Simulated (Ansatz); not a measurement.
The cluster YCu₄⁺. Total charge 1; singlet. Geometry r2SCAN-D4/def2-SVP.

```xyz
5

Y     0.471   -0.698   -0.848
Cu    0.804   -2.165    1.371
Cu   -0.314    1.458   -2.234
Cu   -0.236   -0.091    1.645
Cu   -0.725    1.496    0.066
```

In the def2 sets Y takes a core potential; there is no spin–orbit coupling. At HF/def2-TZVP the restricted singlet is unstable: a solution with broken spin symmetry lies lower. The restricted singlet is unstable towards broken spin symmetry in Hartree–Fock (as tested in another run); at LDA (SPW92)/def2-TZVP, PBE-D4/def2-SVP, PBE-D4/def2-TZVP, r2SCAN-D4/def2-TZVP this wasn't settled. No other spin state of charge 1 was run. Another isomer (singlet) lies 0.07 eV lower at LDA (SPW92)/def2-TZVP; other spin states weren't run for this one.

**Question.** Estimate the orbital energies around the gap (eV) in Ansatz with HF/def2-TZVP, LDA (SPW92)/def2-TZVP, PBE-D4/def2-SVP, PBE-D4/def2-TZVP, r2SCAN-D4/def2-TZVP.

**Answer.** 
```
orbital  HF/def2-TZVP  LDA (SPW92)/def2-TZVP  PBE-D4/def2-SVP  PBE-D4/def2-TZVP  r2SCAN-D4/def2-TZVP
 HOMO−9        -16.94                 -10.46            -9.77            -10.13               -10.15
 HOMO−8        -16.89                 -10.38            -9.73            -10.05               -10.05
 HOMO−7        -16.86                 -10.34            -9.68            -10.01                -9.99
 HOMO−6        -16.85                 -10.25            -9.56             -9.93                -9.95
 HOMO−5        -16.58                 -10.22            -9.52             -9.90                -9.90
 HOMO−4        -16.49                 -10.14            -9.51             -9.83                -9.86
 HOMO−3        -16.28                  -9.96            -9.31             -9.63                -9.61
 HOMO−2        -13.21                  -9.92            -9.28             -9.60                -9.59
 HOMO−1        -10.59                  -9.61            -9.04             -9.31                -9.27
   HOMO         -9.89                  -8.92            -8.36             -8.64                -8.59
   LUMO         -3.77                  -7.59            -7.07             -7.29                -7.05
 LUMO+1         -3.35                  -7.54            -7.05             -7.22                -6.87
 LUMO+2         -3.27                  -7.48            -6.97             -7.18                -6.85
 LUMO+3         -2.68                  -7.47            -6.96             -7.17                -6.73
 LUMO+4         -2.53                  -7.07            -6.60             -6.81                -6.44
 LUMO+5         -2.53                  -6.19            -5.75             -5.98                -5.65
```
